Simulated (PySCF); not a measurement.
MN15 on C²⁺ (carbon, charge +2)

Configuration: [He] 2s2, closed-shell 1S. Computed with PySCF 2.14 in x2c-SVPall, with the spin-free X2C one-electron Hamiltonian (Gaussian nucleus).

```
Total energy                        : -36.4576 hartree
One-electron energy                 : -44.0439 hartree
Hartree (Coulomb) energy            : 11.9750 hartree
Exchange-correlation energy         : -4.3887 hartree
⟨S²⟩                                : 0.0000
⟨L²⟩                                : 0.000
Sum of ⟨r⟩                          : 3.306 bohr
Sum of ⟨r²⟩                         : 4.677 bohr²
Langevin diamagnetic susceptibility : -3.70 ×10⁻⁶ cm³/mol
Time after the integrals            : 0.08 s of wall time on 1 thread of Neoverse-V2 (shared host)
```

```csv
shell,electrons,mean orbital energy (eV),"rms radius, mean of both spins (bohr)"
1s,2,-312.81,0.314
2s,2,-42.547,1.50
```
